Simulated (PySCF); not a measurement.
Compound: C5H6NO2 (doublet state).
SMILES with atom numbers: `[CH2:1]=[CH:2][O:3]/[CH:4]=[C:5]/[NH:6][CH:7]=[O:8]` (hydrogens: H9, H10 on C1; H11 on C2; H12 on C4; H13 on N6; H14 on C7)

Structure used (GFN2-xTB), in Å, numbered top down from 1:
```
atom  x, y, z in Å
C1     3.4078    0.1338    0.6973
C2     2.2001   -0.1151    0.2142
O3     1.0881    0.0027    0.9782
C4    -0.1131   -0.2388    0.4080
C5    -1.2220   -0.3588    1.1158
N6    -2.5178   -0.2979    0.7563
C7    -3.0054    0.4929   -0.2551
O8    -2.3246    1.1143   -1.0301
H9     3.5460    0.4395    1.7182
H10    4.2783    0.0356    0.0784
H11    2.0388   -0.4188   -0.8170
H12   -0.0871   -0.4825   -0.6635
H13   -3.1810   -0.8013    1.3323
H14   -4.1087    0.4940   -0.2753
```

The hyperfine couplings belong to this conformer and change with its torsions.

Computed with UKS B3LYP, pcH-1 on C H N O, non-relativistic, mean-field spin-orbit, GIAO (PySCF). Geometry: GFN2-xTB, one conformer, isolated molecule. Couplings are sensitive to structure, and on GFN2-xTB geometries they can be far from those on DFT ones. The frame is twisted about the C4–C5 bond at this geometry (dihedral H12–C4–C5–N6 = -27°); couplings at other torsion angles weren't computed. Stability of the SCF solution: not tested.

Principal values of hyperfine tensors in MHz (contact and dipolar terms together), for some of the nuclei:

```json
{"atom": "C5", "isotope": "13C", "A1": "222.75", "A2": "230.51", "A3": "407.13"}
{"atom": "O3", "isotope": "17O", "A1": "-34.27", "A2": "-19.50", "A3": "-17.24"}
{"atom": "C4", "isotope": "13C", "A1": "-21.67", "A2": "-19.82", "A3": "15.86"}
{"atom": "H13", "isotope": "1H", "A1": "0.04", "A2": "2.74", "A3": "21.51"}
{"atom": "C7", "isotope": "13C", "A1": "4.31", "A2": "4.75", "A3": "14.61"}
{"atom": "N6", "isotope": "14N", "A1": "1.76", "A2": "2.07", "A3": "15.31"}
{"atom": "O8", "isotope": "17O", "A1": "-32.47", "A2": "6.44", "A3": "7.74"}
{"atom": "H14", "isotope": "1H", "A1": "3.03", "A2": "3.62", "A3": "11.17"}
```

Question: Split each tensor into its isotropic and traceless parts, and turn a_iso into mT with g = 2.0027.

Answer: a_iso is a third of the trace, T = A − a_iso, and a(mT) = a(MHz)/(g × 13.996).

| atom | a_iso (MHz) | a_iso (mT) | T1 | T2 | T3 |
| --- | --- | --- | --- | --- | --- |
| C5 | 286.80 | 10.232 | -64.05 | -56.29 | 120.33 |
| O3 | -23.67 | -0.844 | -10.60 | 4.17 | 6.43 |
| C4 | -8.54 | -0.305 | -13.13 | -11.28 | 24.40 |
| H13 | 8.10 | 0.289 | -8.05 | -5.36 | 13.41 |
| C7 | 7.89 | 0.281 | -3.58 | -3.14 | 6.72 |
| N6 | 6.38 | 0.228 | -4.62 | -4.31 | 8.93 |
| O8 | -6.10 | -0.217 | -26.37 | 12.54 | 13.83 |
| H14 | 5.94 | 0.212 | -2.91 | -2.32 | 5.23 |

Question: What spin density at the nucleus of C5 lies behind its contact coupling (g_N = 1.40482)?

Answer: a_FC = 800.24 MHz bohr³ × g_N × ρ(0)/(2S). With a_FC = 286.80 MHz and 2S = 1, ρ(0) = 0.2551 bohr⁻³.

Question: H12 (1H, g_N = 5.58569) isn't in the table. Its spin density at the nucleus is 0.01887 bohr⁻³. What is its contact coupling?

Answer: By the same relation, a_FC = 84.3 MHz. Its full tensor has the principal values 76.65, 83.42, 92.92 MHz.

Question: Name the largest traceless tensor T of the table and describe it.

Answer: C5: -64.0, -56.3, 120.3 MHz, nearly axial, close to the ratio −1:−1:+2, the form that spin in one p orbital centred on that nucleus gives.

Question: What first-order splitting does C4 cause when the field lies along A1, A2 or A3 of its tensor (g taken as isotropic, no quadrupole term)?

Answer: 2 lines (I = 1/2), spaced by |A_i|/(g × 13.996): 0.77, 0.71, 0.57 mT along the axes of A1, A2 and A3.

The run took 2.1 min wall (with the writing of density and orbital grids) on an Intel Xeon at 2.50 GHz with one thread, shared host with 64 logical CPUs at a one-minute load of 62, and the process peaked at 1.0 GiB of memory.
